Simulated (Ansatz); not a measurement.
## Energy profile

The step: SiN₂H₆ ([NH2][SiH2][NH2]) + PH₃ → SiPNH₆ ([NH2][SiH2][PH2]) + NH₃; bonds formed: Si1–P7, N2–H6; bonds broken: Si1–N2, H6–P7 (atoms numbered as in the saddle structure below).

| atom | x (Å) | y (Å) | z (Å) |
| --- | --- | --- | --- |
| Si1 | -0.1663 | 0.5280 | 0.5632 |
| N2 | 0.7112 | -1.0481 | 0.0516 |
| H3 | -1.5972 | 0.1902 | 0.4927 |
| H4 | 0.6274 | 1.6104 | -0.0404 |
| N5 | 0.1168 | 0.7084 | 2.2482 |
| H6 | 0.4170 | -1.0909 | -1.0191 |
| P7 | -0.6391 | 0.0680 | -2.2801 |
| H8 | 0.3894 | -1.8660 | 0.5618 |
| H9 | 1.7215 | -0.9887 | 0.1470 |
| H10 | 0.8598 | 1.2692 | 2.6292 |
| H11 | -0.5310 | 0.3985 | 2.9525 |
| H12 | -0.0672 | 0.6234 | -3.4494 |
| H13 | -1.8424 | -0.4023 | -2.8574 |

Electronic energies by CCSD(T) at an estimated basis limit (MP2 extrapolated from triple and quadruple zeta, plus CCSD(T) − MP2 in triple zeta), on PBE0-D4/def2-TZVP structures; SiPN2H9, singlet; no counterpoise correction. Computed with Ansatz 0.2.0 (basis: def2-TZVPP and def2-QZVPP); correlated methods freeze the cores. Extrapolation: Hartree–Fock as exp(−7.88 √X), correlation as X^−2.97.

Give the profile in eV, counted from the separated reactants. (Judge from chemistry; the value comes from the calculation.)

Computed:
| point | eV |
| --- | --- |
| separated: SiN2H6 (linked as [NH2][SiH2][NH2]; Si1, N2, H3, H4, N5, H8, H9, H10, H11; singlet) + PH3 (H6, P7, H12, H13; singlet) | 0.000 |
| start structure | -0.056 |
| saddle | 1.763 |
| end structure | 0.283 |
| separated: SiPNH6 (linked as [NH2][SiH2][PH2]; Si1, H3, H4, N5, P7, H10, H11, H12, H13; singlet) + NH3 (N2, H6, H8, H9; singlet) | 0.388 |

No T1 diagnostic of these runs exceeds 0.014.

For scale, one of the runs: CCSD(T)/def2-TZVPP, 272 basis functions, launched by `ansatz run in.yaml --threads 8 --pin off --events-out ev --progress --plain --max-ram 19148MiB`. The run took 89 s on 8 CPU threads of an Arm Neoverse V2 (shared host), with 6.9 GiB of host memory at its peak.
